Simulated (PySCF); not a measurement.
# Xe(2+): excitation energy

Xe(2+) [Kr] 4d10 5s2 5p4 (3P) → Xe(2+) [Kr] 4d10 5s2 5p3 6s1 (5S), as a difference of total energies. Calculation: PySCF 2.14, in aug-cc-pVTZ-DK3 (8s7p5d2f, 68 functions); the spin-free X2C one-electron Hamiltonian (Gaussian nucleus). Correlated levels: valence: [Kr] 4d10 frozen. The calculations carry no spin-orbit coupling.

| method | excitation energy (eV) |
| --- | --- |
| UHF | 14.040 |
| LDA | 14.495 |
| PBE | 14.310 |
| PBE0 | 14.494 |
| r2SCAN | 14.840 |
| wB97X-V | 14.942 |
| TPSS | 14.635 |
| M06-L | 15.060 |
| M06 | 14.781 |
| MP2 (valence) | 14.200 |
| SCS-MP2 (valence) | 14.434 |

Q: How much does correlation contribute at MP2 (valence)?

A: 14.200 − (14.040) = 0.160 eV, measured against UHF.

A first-order spin-orbit estimate (lowest level to lowest level, LS coupling) adds 0.453 eV.

The promoted electron is Rydberg-like, and one or two diffuse shells describe it only roughly, which tends to raise the upper state.
